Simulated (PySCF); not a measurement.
Species: trifluoroacetic acid, C2HF3O2.
SMILES with atom numbers: `[O:1]=[C:2]([OH:3])[C:4]([F:5])([F:6])[F:7]` (hydrogens: H8 on O3)

The same species was optimised twice, with GFN2-xTB and with PBE0-D3(BJ)/def2-SVP (PySCF), and the same property calculations (PySCF, gas phase) were run on both structures.

```tsv
coordinate	GFN2-xTB	PBE0-D3(BJ)/def2-SVP	change
C2–C4 (Å)	1.560	1.540	-0.020
C4–F5 (Å)	1.329	1.319	-0.010
C2–O3 (Å)	1.317	1.326	+0.009
C4–F7 (Å)	1.337	1.329	-0.008
C4–F6 (Å)	1.337	1.331	-0.006
O1=C2 (Å)	1.190	1.194	+0.004
C2–C4–F5 (°)	111.5	110.1	-1.4
C2–C4–F6 (°)	111.0	109.8	-1.2
F5–C4–F7 (°)	107.8	108.9	+1.1
F5–C4–F6 (°)	107.8	108.9	+1.1
F6–C4–F7 (°)	107.5	108.4	+0.9
O3–C2–C4 (°)	109.4	110.2	+0.8
O1–C2–O3 (°)	127.0	126.3	-0.7
C2–C4–F7 (°)	111.0	110.6	-0.4
O1–C2–C4–F5 (°)	0	-6	-6
```

Rotational constants: A = 3897, B = 2466, C = 2052 MHz (GFN2-xTB) against A = 3894, B = 2518, C = 2088 MHz (PBE0-D3(BJ)/def2-SVP). Atoms that the bonding makes alike are paired by their places after alignment.

On the GFN2-xTB structure: HOMO (eV) -9.24 [PBE0/pcSseg-1]; LUMO (eV) -1.04 [PBE0/pcSseg-1]; dipole (D) 2.51 [PBE0/pcSseg-1]; GIAO shielding of O1 (ppm) -98.6 [PBE0/pcSseg-1]; GIAO shielding of C2 (ppm) 25.0 [PBE0/pcSseg-1]; GIAO shielding of O3 (ppm) 140.5 [PBE0/pcSseg-1]; GIAO shielding of C4 (ppm) 62.3 [PBE0/pcSseg-1]; GIAO shielding of F5/F6/F7 (mean) (ppm) 258.3 [PBE0/pcSseg-1].

What do these properties become on the PBE0-D3(BJ)/def2-SVP structure?

```json
{"property": "HOMO (eV)", "level": "PBE0/pcSseg-1", "on GFN2-xTB": "-9.24", "on PBE0-D3(BJ)/def2-SVP": "-9.22", "change": "+0.02"}
{"property": "LUMO (eV)", "level": "PBE0/pcSseg-1", "on GFN2-xTB": "-1.04", "on PBE0-D3(BJ)/def2-SVP": "-1.05", "change": "-0.01"}
{"property": "dipole (D)", "level": "PBE0/pcSseg-1", "on GFN2-xTB": "2.51", "on PBE0-D3(BJ)/def2-SVP": "2.21", "change": "-0.30"}
{"property": "energy, GFN2-xTB geometry as zero (kcal/mol)", "level": "PBE0/pcSseg-1", "on GFN2-xTB": "0.0", "on PBE0-D3(BJ)/def2-SVP": "-0.6", "change": "-0.6"}
{"property": "GIAO shielding of O1 (ppm)", "level": "PBE0/pcSseg-1", "on GFN2-xTB": "-98.6", "on PBE0-D3(BJ)/def2-SVP": "-103.9", "change": "-5.3"}
{"property": "GIAO shielding of C2 (ppm)", "level": "PBE0/pcSseg-1", "on GFN2-xTB": "25.0", "on PBE0-D3(BJ)/def2-SVP": "22.1", "change": "-2.9"}
{"property": "GIAO shielding of O3 (ppm)", "level": "PBE0/pcSseg-1", "on GFN2-xTB": "140.5", "on PBE0-D3(BJ)/def2-SVP": "133.5", "change": "-7.0"}
{"property": "GIAO shielding of C4 (ppm)", "level": "PBE0/pcSseg-1", "on GFN2-xTB": "62.3", "on PBE0-D3(BJ)/def2-SVP": "64.8", "change": "+2.5"}
{"property": "GIAO shielding of F5/F6/F7 (mean) (ppm)", "level": "PBE0/pcSseg-1", "on GFN2-xTB": "258.3", "on PBE0-D3(BJ)/def2-SVP": "264.5", "change": "+6.2"}
```

The heavy atoms differ by 0.051 Å rms after alignment (one structure mirrored). Among bonds between heavy atoms C2–C4 changes most (-0.020 Å). Changes are differences of the printed values. Neither structure is proved a minimum here.

Conformer computed: `[O:1]=[C:2]([OH:3])[C:4]([F:5])([F:6])[F:7]`: O1–C2–C4–F5 -6°, H–O3–C2–O1 0°.
